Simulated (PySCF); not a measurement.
NMR data sheet: C5H9NOSi

```
Formula                               : C5H9NOSi
SMILES                                : CC(/C=N/[SiH3])=C\C=O
InChI                                 : InChI=1S/C5H9NOSi/c1-5(2-3-7)4-6-8/h2-4H,1,8H3/b5-2+,6-4+
Point group of the computed structure : C1
Degrees of unsaturation               : 3
Carbon signals                        : 5
Proton signals                        : 5
```

Molfile (atoms numbered from 1):
```
C5H9NOSi
     RDKit          3D

 17 16  0  0  0  0  0  0  0  0999 V2000
   -1.6792   -1.4009    0.3002 C   0  0  0  0  0  0  0  0  0  0  0  0
   -0.6873   -0.2947    0.3743 C   0  0  0  0  0  0  0  0  0  0  0  0
    0.6833   -0.5784   -0.0532 C   0  0  0  0  0  0  0  0  0  0  0  0
    1.5723    0.3096   -0.0866 N   0  0  0  0  0  0  0  0  0  0  0  0
    3.2356    0.3426   -0.5080 Si  0  0  0  0  0  4  0  0  0  0  0  0
   -0.9900    0.9456    0.8225 C   0  0  0  0  0  0  0  0  0  0  0  0
   -2.3047    1.3570    1.2841 C   0  0  0  0  0  0  0  0  0  0  0  0
   -3.2887    0.6574    1.3571 O   0  0  0  0  0  0  0  0  0  0  0  0
   -2.5428   -1.0906   -0.2864 H   0  0  0  0  0  0  0  0  0  0  0  0
   -2.0580   -1.6308    1.2958 H   0  0  0  0  0  0  0  0  0  0  0  0
   -1.2438   -2.2968   -0.1367 H   0  0  0  0  0  0  0  0  0  0  0  0
    0.8736   -1.6219   -0.3404 H   0  0  0  0  0  0  0  0  0  0  0  0
    3.2756    1.3156   -1.5965 H   0  0  0  0  0  0  0  0  0  0  0  0
    3.8678    0.8189    0.7198 H   0  0  0  0  0  0  0  0  0  0  0  0
    3.8347   -0.9292   -0.9312 H   0  0  0  0  0  0  0  0  0  0  0  0
   -0.2046    1.6872    0.8387 H   0  0  0  0  0  0  0  0  0  0  0  0
   -2.3507    2.4217    1.5861 H   0  0  0  0  0  0  0  0  0  0  0  0
  1  2  1  0
  2  3  1  0
  3  4  2  0
  4  5  1  0
  2  6  2  0
  6  7  1  0
  7  8  2  0
  1  9  1  0
  1 10  1  0
  1 11  1  0
  3 12  1  0
  5 13  1  0
  5 14  1  0
  5 15  1  0
  6 16  1  0
  7 17  1  0
M  END
```

Equivalent nuclei averaged, no relativistic terms, one computed conformer, isolated molecule. Shieldings: GIAO PBE0/pcSseg-1; GFN2-xTB geometry; PySCF 2.14.

Referencing at the same level of theory: 1H, 13C, 29Si against TMS; 15N against NH3; H2O for 17O.

```tsv
carbon	δC, type	δH (multiplicity)	HMBC from (2–3 bonds)	span of the C tensor (ppm)
C1	24.7, CH3	2.64 (s)	H12, H16	32
C2	156.3, C	–	H17, H12, H16, H9/H10/H11	228
C3	179.7, CH	8.89 (s)	H16, H13/H14/H15, H9/H10/H11	178
C6	128.5, CH	7.38 (d)	H17, H12, H9/H10/H11	185
C7	197.7, CH	10.55 (d)	H16	194
```

Other nuclei:
```json
{"atoms": "H13/H14/H15", "nucleus": "1H", "environment": "hydrogen on a silicon bonded to N", "δ (ppm)": "5.19", "σ (ppm)": "26.52"}
{"atoms": "Si5", "nucleus": "29Si", "environment": "silicon bonded to N, 3 H", "δ (ppm)": "-57.3", "σ (ppm)": "406.5"}
{"atoms": "N4", "nucleus": "15N", "environment": "imine nitrogen", "δ (ppm)": "406.9", "σ (ppm)": "-139.2"}
{"atoms": "O8", "nucleus": "17O", "environment": "aldehyde oxygen", "δ (ppm)": "738.7", "σ (ppm)": "-402.6"}
```

Carbon types of the structure: 1 × C, 3 × CH, 1 × CH3, leaving 3 H on heteroatoms. δC 197.7: aldehyde carbonyl carbon; the double bond to the heteroatom, with no lone-pair donor beside it, deshields it most. δC 179.7: C=N carbon. δC 156.3: β carbon of a C=C–C=O unit; conjugation with the carbonyl draws π density from the β position. δC 128.5: α carbon of a C=C–C=O unit; as expected for a trigonal carbon in a double bond. δH 10.55: hydrogen on an aldehyde carbonyl carbon; the C=O anisotropy and electron withdrawal place aldehyde protons far downfield.

Shifts are as computed. Against solution values, carbons near 30 ppm lie about +3 ppm off and those near 130 ppm about +5 ppm. Of 1211 compounds with measured shifts, 218 miss one by over three times the rms of a fit or turn the order of signals round; such compounds aren't used in these exercises. Unscaled 17O shifts of doubly bonded oxygen tend to come out too high, by tens of ppm or more. Experimental scales use liquid or dissolved standards, which lie at an offset from isolated NH3 (liquid NH3: subtract about 20 ppm) and H2O (liquid H2O: subtract about 36 ppm). Unscaled 15N shifts of sp2 nitrogen come out 20 to 40 ppm too high even then. Multiplicities follow the n + 1 count of equivalent neighbours, as no J values were calculated; m marks all less simple cases, F and P coupling included.
